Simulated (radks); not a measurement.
Valence configurations of neutral platinum (all share [Xe]). All-electron calculation, Dirac Kohn-Sham, PBEsol, spin-unpolarised, spherical densities, point nucleus; open shells fill j = l - 1/2 first. Program: a radial shooting solver on a logarithmic mesh with Libxc functionals. Energies are relative to 4f14 5d9 6s1; eigenvalues in eV.

| valence | E (eV) | e(4f5/2) | e(4f7/2) | e(5d3/2) | e(5d5/2) | e(6p1/2) |
|---|---|---|---|---|---|---|
| 4f14 5d9 6s1 | 0.000 | -71.764 | -68.309 | -6.954 | -5.626 | - |
| 4f14 5d8 6s2 | 0.404 | -74.486 | -71.030 | -8.845 | -7.433 | - |
| 4f14 5d10 | 0.499 | -69.392 | -65.937 | -5.284 | -4.034 | - |
| 4f14 5d8 6s1.5 6p0.5 | 2.904 | -75.294 | -71.838 | -9.615 | -8.193 | -2.021 |
| 4f14 5d7.5 6s2 6p0.5 | 3.591 | -76.755 | -73.299 | -10.606 | -9.142 | -2.229 |
| 4f14 5d8 6s1 6p1 | 5.467 | -76.041 | -72.586 | -10.321 | -8.888 | -2.400 |
| 4f13.5 5d9 6s1.5 | 32.869 | -78.530 | -75.018 | -8.415 | -6.970 | - |
| 4f13.5 5d9 6s1 6p0.5 | 35.287 | -79.372 | -75.860 | -9.231 | -7.776 | -1.801 |
| 4f13 5d9 6s1 6p1 | 74.103 | -87.199 | -83.629 | -11.572 | -9.990 | -2.381 |
| 4f12 5d9 6s1 6p2 | 162.82 | -103.49 | -99.798 | -16.462 | -14.625 | -3.464 |

NIST lists [Xe] 4f14 5d9 6s1 as the ground configuration; this level of theory agrees among the configurations tried. The energies are those of spherical spin-averaged densities, not of single terms.
